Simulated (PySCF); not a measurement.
PySCF job for H6O4SnZr, SMILES [OH][Zr]([OH])([OH])[O][SnH3], multiplicity 1, TDA-PBE/def2-SVPD. Geometry optimised at PBE0-D3(BJ)/def2-SVP. The spin state was assumed, not searched. The def2 effective core potentials stand for the cores of Sn, Zr; spin–orbit coupling is left out. One conformer was computed; it need not be the lowest.

```python
import numpy as np
from pyscf import gto, scf, dft, tdscf

mol = gto.M(
    atom='''
    O    -0.00000000   -0.00000000   -0.32364333
    Sn    0.00000000    0.00000000   -2.29703317
    H     1.63129979   -0.15783227   -2.79585111
    H    -0.67896315    1.49166320   -2.79585111
    H    -0.95233665   -1.33383094   -2.79585110
    Zr    0.00000000   -0.00000000    1.60832798
    O    -1.80530512   -0.27289247    2.23624488
    H    -2.67371558   -0.40585238    2.60845407
    O     0.66632074    1.69988634    2.23624488
    H     0.98537933    2.51843180    2.60845406
    O     1.13898438   -1.42699386    2.23624488
    H     1.68833625   -2.11257942    2.60845406
    ''',
    basis='def2-SVPD',
    ecp={'Sn': 'def2-svp', 'Zr': 'def2-svp'},
    charge=0,
    spin=0,
    symmetry=True,
    max_memory=1600,
    verbose=4,
)
mf = dft.RKS(mol, xc='pbe').density_fit(auxbasis='def2-universal-jkfit')
mf.grids.level = 3
mf.conv_tol = 1e-9
mf.max_cycle = 100
mf.kernel()
mf.grids = dft.Grids(mol).set(level=1).build(with_non0tab=True)  # coarser grid for the response kernel
td = tdscf.TDA(mf)
td.singlet = True
td.nstates = 6
td.conv_tol = 1e-4
td.positive_eig_threshold = 1e-6
td.kernel(x0=td.get_init_guess(mf, 11))
td.analyze()
tt = tdscf.TDA(mf)
tt.singlet = False
tt.nstates = 2
tt.conv_tol = 1e-4
tt.positive_eig_threshold = 1e-6
tt.kernel(x0=tt.get_init_guess(mf, 7))
tt.analyze(verbose=3)
```

Program output:

```
PySCF version 2.14.0

[INPUT] verbose = 4
[INPUT] num. atoms = 12
[INPUT] num. electrons = 72
[INPUT] charge = 0
[INPUT] spin (= nelec alpha-beta = 2S) = 0
[INPUT] symmetry True subgroup None
[INPUT] Mole.unit = angstrom
[INPUT] Symbol           X                Y                Z      unit          X                Y                Z       unit  Magmom
[INPUT]  1 O      0.000000000000   0.000000000000  -0.323643330000 AA    0.000000000000   0.000000000000  -0.611597255742 Bohr   0.0
[INPUT]  2 Sn     0.000000000000   0.000000000000  -2.297033170000 AA    0.000000000000   0.000000000000  -4.340763590341 Bohr   0.0
[INPUT]  3 H      1.631299790000  -0.157832270000  -2.795851110000 AA    3.082709830160  -0.298259763918  -5.283392882961 Bohr   0.0
[INPUT]  4 H     -0.678963150000   1.491663200000  -2.795851110000 AA   -1.283054402172   2.818834918092  -5.283392882961 Bohr   0.0
[INPUT]  5 H     -0.952336650000  -1.333830940000  -2.795851100000 AA   -1.799655446886  -2.520575173071  -5.283392864064 Bohr   0.0
[INPUT]  6 Zr     0.000000000000   0.000000000000   1.608327980000 AA    0.000000000000   0.000000000000   3.039299400675 Bohr   0.0
[INPUT]  7 O     -1.805305120000  -0.272892470000   2.236244880000 AA   -3.411532248075  -0.515692029756   4.225890370661 Bohr   0.0
[INPUT]  8 H     -2.673715580000  -0.405852380000   2.608454070000 AA   -5.052590181183  -0.766949845203   4.929263800807 Bohr   0.0
[INPUT]  9 O      0.666320740000   1.699886340000   2.236244880000 AA    1.259163709718   3.212319625489   4.225890370661 Bohr   0.0
[INPUT] 10 H      0.985379330000   2.518431800000   2.608454060000 AA    1.862097062507   4.759146365395   4.929263781910 Bohr   0.0
[INPUT] 11 O      1.138984380000  -1.426993860000   2.236244880000 AA    2.152368538358  -2.696627576836   4.225890370661 Bohr   0.0
[INPUT] 12 H      1.688336250000  -2.112579420000   2.608454060000 AA    3.190493118675  -3.992196520193   4.929263781910 Bohr   0.0

nuclear repulsion = 382.790311434926
point group symmetry = C3, use subgroup C1
symmetry origin: [-1.47634880e-10  1.03344397e-09  7.38174299e-10]
symmetry axis x: [ 9.17871674e-01  3.96877298e-01 -1.41660698e-10]
symmetry axis y: [-3.96877298e-01  9.17871674e-01 -3.71477192e-10]
symmetry axis z: [-1.74045168e-11  3.97190312e-10  1.00000000e+00]
num. orbitals of irrep A = 206
number of shells = 84
number of NR pGTOs = 319
number of NR cGTOs = 206
basis = def2-SVPD
ecp = {'Sn': 'def2-svp', 'Zr': 'def2-svp'}


[settings echo left out]
init E= -536.118883021325
  HOMO = -0.774644627618838  LUMO = -0.767948460936356  gap/eV = 0.18221
cycle= 1 E= -561.21904521374  delta_E= -25.1  |g|= 3.77  |ddm|= 53.7

WARN: HOMO 0.0475867028841777 == LUMO 0.0475919911583936

cycle= 2 E= -438.150266563839  delta_E=  123  |g|= 9.77  |ddm|=  686
  HOMO = -0.263881597307245  LUMO = -0.239430835197172  gap/eV = 0.66534
cycle= 3 E= -531.55896919463  delta_E= -93.4  |g|=  6.1  |ddm|=  699
  HOMO = -0.503784743202294  LUMO = -0.258874477147263  gap/eV = 6.66435
cycle= 4 E= -564.722216106674  delta_E= -33.2  |g|= 2.05  |ddm|= 17.3
  HOMO = -0.191195665817182  LUMO = -0.122757907070698  gap/eV = 1.86229
cycle= 5 E= -562.728613642347  delta_E= 1.99  |g|= 3.72  |ddm|= 9.95
  HOMO = -0.257790362192662  LUMO = -0.0656916705386692  gap/eV = 5.22727
cycle= 6 E= -565.23651416351  delta_E= -2.51  |g|= 1.28  |ddm|= 4.21
  HOMO = -0.205887730375034  LUMO = -0.0741593645320357  gap/eV = 3.58451
cycle= 7 E= -565.494639677492  delta_E= -0.258  |g|= 0.632  |ddm|= 2.12
  HOMO = -0.227077897251759  LUMO = -0.0641099468501342  gap/eV = 4.43458
cycle= 8 E= -565.566136019561  delta_E= -0.0715  |g|= 0.319  |ddm|= 1.36
  HOMO = -0.241192432039578  LUMO = -0.0584067698437274  gap/eV = 4.97385
cycle= 9 E= -565.587151467782  delta_E= -0.021  |g|= 0.114  |ddm|= 0.639
  HOMO = -0.244572977112347  LUMO = -0.051001666504057  gap/eV = 5.26734
cycle= 10 E= -565.58944892271  delta_E= -0.0023  |g|= 0.0617  |ddm|= 0.306
  HOMO = -0.245163290659228  LUMO = -0.0479614055319125  gap/eV = 5.36614
cycle= 11 E= -565.590397352093  delta_E= -0.000948  |g|= 0.0251  |ddm|= 0.128
  HOMO = -0.245248334747924  LUMO = -0.0470002326864098  gap/eV = 5.39461
cycle= 12 E= -565.590456489134  delta_E= -5.91e-05  |g|= 0.0193  |ddm|= 0.0342
  HOMO = -0.244963563199838  LUMO = -0.0469622576892503  gap/eV = 5.38789
cycle= 13 E= -565.590533287299  delta_E= -7.68e-05  |g|= 0.00203  |ddm|= 0.0205
  HOMO = -0.244953600175016  LUMO = -0.0470750717800043  gap/eV = 5.38455
cycle= 14 E= -565.590534245489  delta_E= -9.58e-07  |g|= 0.00021  |ddm|= 0.00467
  HOMO = -0.244928538948882  LUMO = -0.0470595675872004  gap/eV = 5.38429
cycle= 15 E= -565.59053425503  delta_E= -9.54e-09  |g|= 7.8e-05  |ddm|= 0.000821
  HOMO = -0.244931255146199  LUMO = -0.0470583079789109  gap/eV = 5.38440
cycle= 16 E= -565.590534255189  delta_E= -1.6e-10  |g|= 8.46e-05  |ddm|= 0.00018
  HOMO = -0.244933565578922  LUMO = -0.047058745063946  gap/eV = 5.38445
cycle= 17 E= -565.590534256579  delta_E= -1.39e-09  |g|= 1.69e-05  |ddm|= 7.39e-05
  HOMO = -0.244932754940118  LUMO = -0.0470584382122872  gap/eV = 5.38443
cycle= 18 E= -565.590534256628  delta_E= -4.98e-11  |g|= 9.41e-06  |ddm|= 4.53e-05
  HOMO = -0.244933598797369  LUMO = -0.0470589957405442  gap/eV = 5.38444
Extra cycle  E= -565.590534256548  delta_E= 8.07e-11  |g|= 2.09e-05  |ddm|= 5.54e-05
converged SCF energy = -565.590534256548
tot grids = 51784
Overwritten attributes  positive_eig_threshold  of <class 'pyscf.tdscf.rks.TDA'>


******** <class 'pyscf.tdscf.rks.TDA'> for <class 'pyscf.df.df_jk.DFRKS'> ********
nstates = 6 singlet
deg_eia_thresh = 1.000e-03
wfnsym = None
conv_tol = 0.0001
eigh lindep = 1e-12
eigh level_shift = 0
eigh max_cycle = 100


Excitation energies (eV)
[5.48640311 5.48641752 5.5867855  5.83299693 5.83299815 5.97741826]

** Singlet excitation energies and oscillator strengths **
Excited State   1:    A      5.48640 eV    225.98 nm  f=0.0007
      35 -> 37       -0.63336
      36 -> 37       -0.28786
Excited State   2:    A      5.48642 eV    225.98 nm  f=0.0007
      35 -> 37        0.28786
      36 -> 37       -0.63336
Excited State   3:    A      5.58679 eV    221.92 nm  f=0.0000
      34 -> 37        0.70705
Excited State   4:    A      5.83300 eV    212.56 nm  f=0.0049
      35 -> 38       -0.58014
      36 -> 38        0.36991
Excited State   5:    A      5.83300 eV    212.56 nm  f=0.0049
      35 -> 38        0.36991
      36 -> 38        0.58014
Excited State   6:    A      5.97742 eV    207.42 nm  f=0.0000
      34 -> 38        0.70668

** Transition electric dipole moments (AU) **
state          X           Y           Z        Dip. S.      Osc.
  1         0.0071      0.0700      0.0000      0.0050      0.0007
  2         0.0700     -0.0071     -0.0000      0.0049      0.0007
  3         0.0000      0.0001     -0.0001      0.0000      0.0000
  4        -0.1436      0.1162     -0.0000      0.0341      0.0049
  5        -0.1161     -0.1436     -0.0000      0.0341      0.0049
  6        -0.0000     -0.0001      0.0006      0.0000      0.0000

WARN: ECP detected. Skipping calculation of transition velocity and magnetic dipole moments, which have not yet been implemented.



******** <class 'pyscf.tdscf.rks.TDA'> for <class 'pyscf.df.df_jk.DFRKS'> ********
nstates = 2 triplet
deg_eia_thresh = 1.000e-03
wfnsym = None
conv_tol = 0.0001
eigh lindep = 1e-12
eigh level_shift = 0
eigh max_cycle = 100


Excitation energies (eV)
[5.24079599 5.24081854]

** Triplet excitation energies and oscillator strengths **
Excited State   1:    A      5.24080 eV    236.58 nm  f=0.0000
Excited State   2:    A      5.24082 eV    236.57 nm  f=0.0000
```

The run crashed.
